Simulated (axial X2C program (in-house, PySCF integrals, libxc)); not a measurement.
Which molecule has these constants?

All values come from calculations with an in-house relativistic program for diatomic molecules, spin-free (one-electron X2C) or two-component (2c: spin–orbit coupling with atomic mean-field Coulomb and Gaunt terms, which also bring small scalar terms), in Dyall basis sets with cores contracted in-house; open shells are unrestricted.

A two-component PBE0 calculation in a Dyall 3-zeta basis gave Re = 1.598 Å, ωe = 1219.2 cm⁻¹, De = 6.62 eV, Ω = 0.

Question: Which molecule is it?
A. PO⁻
B. BP⁻
C. PN⁻
D. PC⁻
E. BeP⁻

Answer: D. The others have PO⁻ 1.543 Å and 1058.8 cm⁻¹ (Ω = 1); BP⁻ 1.697 Å and 1049.7 cm⁻¹ (Ω = 1/2); BeP⁻ 1.957 Å and 733.8 cm⁻¹ (Ω = 2); PN⁻ 1.539 Å and 1181.0 cm⁻¹ (Ω = 1/2).

Each entry is the lowest single determinant of a limited PBE0 search at one distance. De goes to single-determinant-based atoms at the same level (for ions the charge split of lowest energy) and is withheld (n/a) where an atom does not fit its ground term or J level. Main or longest-lived isotopes. One determinant is a doubtful description, or other states lie close, for PO⁻, BeP⁻, PN⁻; these need not be ground states, and all values refer to the states named. Some open-shell Ω = 0 determinants are out of reach, so the Ω given for PO⁻, BeP⁻ need not be the lowest component. With several unpaired electrons the Ω given is that of one determinant, not necessarily of the lowest component. Some light 2c atoms are not at their ground J level, so De misses part of their lowering (0.04 eV or less). The functionals have no current term, which raises determinants with orbital currents.
